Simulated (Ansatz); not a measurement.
`O[SiH2][SiH](F)S` + `CC(N)=S` → `CC(=S)[SiH2]O` + `N[SiH](F)S`  (formal exchange of groups at the Si–Si bond)

Program: Ansatz. Geometries: PBE0-D4/def2-TZVP. ΔE: electronic, gas phase. CCSD(T)/CBS is the MP2 limit (def2-TZVPP, def2-QZVPP) plus CCSD(T) − MP2 in def2-TZVPP, frozen cores. One conformer a species, not always the lowest.

| level | ΔE (kJ/mol) |
| --- | --- |
| CCSD(T)/def2-TZVPP | -81.5 |
| HF/CBS(def2) | -73.5 |

Question: What does CCSD(T)/CBS give? (Estimate.)

Answer: Ansatz gave: -81.7 kJ/mol. The listed levels differ from it by 0.2, 8.2 kJ/mol.

Largest T1 diagnostic among the species: 0.016.

In def2-TZVPP, CCSD(T) changes the Hartree–Fock value by −8.9 kJ/mol (the triples alone add −0.1 kJ/mol) and MP2 by −15.1 kJ/mol. From PBE to PBE0 (25 % exact exchange), in def2-TZVPP and without D4, ΔE moves by −6.7 kJ/mol.
